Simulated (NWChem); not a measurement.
C₂H₅ClOSi; SMILES C(=C\[SiH2]O)/Cl

```xyz
10

O     -0.7898    -2.7749     0.2986
Si     0.4344    -1.7475    -0.1740
C     -0.1680     0.0008    -0.4336
C      0.3206     1.0117     0.2904
Cl    -0.1669     2.6598     0.1200
H     -1.2558    -2.5452     1.1078
H      1.5306    -1.6692     0.8437
H      0.9421    -2.3268    -1.4460
H     -0.9346     0.2249    -1.1853
H      1.0861     0.8871     1.0633
```
Atoms are numbered in this order, from 1.

Level: PBE0/def2-SVP (NWChem), optimised geometry, unscaled harmonic frequencies. 

```
frequency (cm⁻¹)  IR intensity (km/mol)
----------------  ---------------------
81                                  2.0
138                                 0.8
183                                15.3
240                                67.9
301                                35.9
357                                44.5
590                                44.6
724                                53.0
789                                53.3
805                                66.8
839                                62.8
840                               159.2
904                                34.5
928                               255.5
953                               134.4
988                                43.7
1174                               34.1
1301                                7.8
1660                              193.3
2210                              127.1
2273                              118.7
3183                                0.2
3206                                2.3
3932                               97.5
```

- zero-point energy = 40.9 kcal/mol
- thermal correction to the enthalpy at 298.15 K (with zero-point energy) = 45.8 kcal/mol
- heat capacity Cv = 23.2 cal/(mol K)
- entropy at 298.15 K and 1 atm (symmetry number 1) = 82.9 cal/(mol K)
- dipole moment = 1.20 D

Rigid rotor and harmonic oscillator; modes under 100 cm⁻¹ make the entropy uncertain.
